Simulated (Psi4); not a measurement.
C₆H₁₂O₂Si (SMILES C=CC(=O)O[Si](C)(C)C), singlet, at a GFN2-xTB geometry, with bond 15-7 at 2.0 times its length; Psi4 1.11 with R2SCAN/STO-3G.

Here is a job for Psi4.
```
memory 2 GB

molecule {
0 1
  C     3.29317671   -0.04795943   -0.29807079
  C     2.59954963   -0.64158893    0.66205982
  C     1.12296510   -0.58980606    0.75070307
  O     0.49904034   -1.13395576    1.62947223
  O     0.54767623    0.10548990   -0.21821987
  Si   -1.11343631    0.33479046   -0.37273199
  C    -1.16670082    1.39737402   -1.94611805
  C    -1.77083648    1.26522252    1.15014823
  C    -1.96801907   -1.34788894   -0.60793679
  H     2.79711380    0.51146999   -1.07393570
  H     4.36820603   -0.10030812   -0.34083557
  H     3.07090419   -1.20862969    1.45200899
  H    -2.19184244    1.64418251   -2.19798187
  H    -0.62477633    2.32922120   -1.81952034
  H    -0.30180980    0.35938452   -3.64515733
  H    -1.62004897    0.67712069    2.05082039
  H    -2.83207756    1.47489184    1.06343873
  H    -1.25696945    2.21345120    1.28665470
  H    -1.56579707   -1.87920715   -1.46686019
  H    -3.03663367   -1.23593528   -0.76038877
  H    -1.82025780   -1.97609515    0.26575340
}

set basis sto-3g
set diis_max_vecs 3

energy('r2scan')
print_variables()
```

Task: Predict the main parts of the log of this Psi4 run.

Result: 
```
   => Loading Basis Set <=

    Name: STO-3G
    Role: ORBITAL
    Keyword: BASIS

         ---------------------------------------------------------
                                   SCF
               by Justin Turney, Rob Parrish, Andy Simmonett
                          and Daniel G. A. Smith
                              RKS Reference
         ---------------------------------------------------------

  ==> Geometry <==

    Molecular point group: c1
    Full point group: C1

    Geometry (in Angstrom), charge = 0, multiplicity = 1:

       Center              X                  Y                   Z               Mass
    ------------   -----------------  -----------------  -----------------  -----------------
         C            3.252499306313    -0.021386970138    -0.322003814258    12.000000000000
         C            2.558872226313    -0.615016470138     0.638126795742    12.000000000000
         C            1.082287696313    -0.563233600138     0.726770045742    12.000000000000
         O            0.458362936313    -1.107383300138     1.605539205742    15.994914619570
         O            0.506998826313     0.132062359862    -0.242152894258    15.994914619570
         SI          -1.154113713687     0.361362919862    -0.396665014258    27.976926534650
         C           -1.207378223687     1.423946479862    -1.970051074258    12.000000000000
         C           -1.811513883687     1.291794979862     1.126215205742    12.000000000000
         C           -2.008696473687    -1.321316480138    -0.631869814258    12.000000000000
         H            2.756436396313     0.538042449862    -1.097868724258     1.007825032230
         H            4.327528626313    -0.073735660138    -0.364768594258     1.007825032230
         H            3.030226786313    -1.182057230138     1.428075965742     1.007825032230
         H           -2.232519843687     1.670754969862    -2.221914894258     1.007825032230
         H           -0.665453733687     2.355793659862    -1.843453364258     1.007825032230
         H           -0.342487203687     0.385956979862    -3.669090354258     1.007825032230
         H           -1.660726373687     0.703693149862     2.026887365742     1.007825032230
         H           -2.872754963687     1.501464299862     1.039505705742     1.007825032230
         H           -1.297646853687     2.240023659862     1.262721675742     1.007825032230
         H           -1.606474473687    -1.852634690138    -1.490793214258     1.007825032230
         H           -3.077311073687    -1.209362820138    -0.784321794258     1.007825032230
         H           -1.860935203687    -1.949522690138     0.241820375742     1.007825032230

  Running in c1 symmetry.

  Rotational constants: A =      0.06637  B =      0.03029  C =      0.02643 [cm^-1]
  Rotational constants: A =   1989.68504  B =    908.00112  C =    792.32139 [MHz]
  Nuclear repulsion =  544.031927020983971

  Charge       = 0
  Multiplicity = 1
  Electrons    = 78
  Nalpha       = 39
  Nbeta        = 39

  ==> Algorithm <==

  SCF Algorithm Type is DF.
  DIIS enabled.
  MOM disabled.
  Fractional occupation disabled.
  Guess Type is SAD.
  Energy threshold   = 1.00e-06
  Density threshold  = 1.00e-06
  Integral threshold = 1.00e-12

  ==> Primary Basis <==

  Basis Set: STO-3G
    Blend: STO-3G
    Number of shells: 41
    Number of basis functions: 61
    Number of Cartesian functions: 61
    Spherical Harmonics?: true
    Max angular momentum: 1

  ==> DFT Potential <==

   => LibXC <=

    Version 7.1.2
    S. Lehtola, C. Steigemann, M. J. T. Oliveira, and M. A. L. Marques,  SoftwareX 7, 1–5 (2018) (10.1016/j.softx.2017.11.002)

   => Composite Functional: R2SCAN <=

    r2SCAN Meta-GGA XC Functional  (0.1021/acs.jpclett.0c02405)
    J. W. Furness, A. D. Kaplan, J. Ning, J. P. Perdew, J. Sun  J. Phys. Chem. Lett.  11, 8208–8215, 2020

    Deriv               =              1
    GGA                 =           TRUE
[...]
   @DF-RKS iter  70:  -667.16696233892435    5.91424e-03   1.75868e-03 DIIS/ADIIS
   @DF-RKS iter  71:  -667.17308535029724   -6.12301e-03   1.19246e-03 DIIS/ADIIS
   @DF-RKS iter  72:  -667.17185704334622    1.22831e-03   1.42838e-03 DIIS/ADIIS
   @DF-RKS iter  73:  -667.17342132209069   -1.56428e-03   1.14264e-03 DIIS/ADIIS
   @DF-RKS iter  74:  -667.16717561520193    6.24571e-03   1.72034e-03 DIIS/ADIIS
   @DF-RKS iter  75:  -667.16985033968581   -2.67472e-03   1.60584e-03 DIIS/ADIIS
   @DF-RKS iter  76:  -667.17343374266045   -3.58340e-03   1.19720e-03 DIIS/ADIIS
   @DF-RKS iter  77:  -667.17146918161041    1.96456e-03   1.37893e-03 DIIS/ADIIS
   @DF-RKS iter  78:  -667.16326416056006    8.20502e-03   2.05843e-03 DIIS/ADIIS
   @DF-RKS iter  79:  -667.17209447793402   -8.83032e-03   1.33884e-03 DIIS/ADIIS
   @DF-RKS iter  80:  -667.17000149761338    2.09298e-03   1.65798e-03 DIIS/ADIIS
   @DF-RKS iter  81:  -667.17194214432607   -1.94065e-03   1.34913e-03 DIIS/ADIIS
   @DF-RKS iter  82:  -667.16512474940191    6.81739e-03   1.89538e-03 DIIS/ADIIS
   @DF-RKS iter  83:  -667.16772549703137   -2.60075e-03   1.82536e-03 DIIS/ADIIS
   @DF-RKS iter  84:  -667.17205663513300   -4.33114e-03   1.40712e-03 DIIS/ADIIS
   @DF-RKS iter  85:  -667.16971089586980    2.34574e-03   1.57256e-03 DIIS/ADIIS
   @DF-RKS iter  86:  -667.15877295804728    1.09379e-02   2.37425e-03 DIIS/ADIIS
   @DF-RKS iter  87:  -667.17078832432719   -1.20154e-02   1.50713e-03 DIIS/ADIIS
   @DF-RKS iter  88:  -667.16761919457622    3.16913e-03   1.91275e-03 DIIS/ADIIS
   @DF-RKS iter  89:  -667.17008800066162   -2.46881e-03   1.56812e-03 DIIS/ADIIS
   @DF-RKS iter  90:  -667.16224147811783    7.84652e-03   2.11681e-03 DIIS/ADIIS
   @DF-RKS iter  91:  -667.16519626307843   -2.95478e-03   2.05545e-03 DIIS/ADIIS
   @DF-RKS iter  92:  -667.17027651907642   -5.08026e-03   1.64114e-03 DIIS/ADIIS
   @DF-RKS iter  93:  -667.16752043968017    2.75608e-03   1.78367e-03 DIIS/ADIIS
   @DF-RKS iter  94:  -667.15280942793402    1.47110e-02   2.73413e-03 DIIS/ADIIS
   @DF-RKS iter  95:  -667.16918897531775   -1.63795e-02   1.69119e-03 DIIS/ADIIS
   @DF-RKS iter  96:  -667.16461808196732    4.57089e-03   2.19156e-03 DIIS/ADIIS
   @DF-RKS iter  97:  -667.16765167236235   -3.03359e-03   1.81420e-03 DIIS/ADIIS
   @DF-RKS iter  98:  -667.15886991424361    8.78176e-03   2.35110e-03 DIIS/ADIIS
   @DF-RKS iter  99:  -667.16213626391482   -3.26635e-03   2.30057e-03 DIIS/ADIIS
   @DF-RKS iter 100:  -667.16775708549244   -5.62082e-03   1.92129e-03 DIIS/ADIIS

PsiException: Could not converge SCF iterations in 100 iterations.

  Failed to converge.

Traceback (most recent call last):
  File "psi4", line 375, in <module>
  File "<string>", line 42, in <module>
  File "site-packages/psi4/driver/driver.py", line 533, in energy
  File "site-packages/psi4/driver/procrouting/proc.py", line 2760, in run_scf
  File "site-packages/psi4/driver/procrouting/proc.py", line 2047, in scf_helper
  File "site-packages/psi4/driver/procrouting/scf_proc/scf_iterator.py", line 93, in scf_compute_energy
  File "site-packages/psi4/driver/procrouting/scf_proc/scf_iterator.py", line 86, in scf_compute_energy
  File "site-packages/psi4/driver/procrouting/scf_proc/scf_iterator.py", line 609, in scf_iterate

psi4.driver.p4util.exceptions.SCFConvergenceError: Could not converge SCF iterations in 100 iterations.

Printing out the relevant lines from the Psithon --> Python processed input file:
      H    -1.82025780   -1.97609515    0.26575340
    """)
    core.IO.set_default_namespace("")
    core.set_global_option("BASIS", "sto-3g")
    core.set_global_option("DIIS_MAX_VECS", 3)
--> energy('r2scan')
    print_variables()

!-------------------------------------------------------!
!                                                       !
!  Could not converge SCF iterations in 100 iterations. !
!                                                       !
!-------------------------------------------------------!
```

Convergence was not reached.
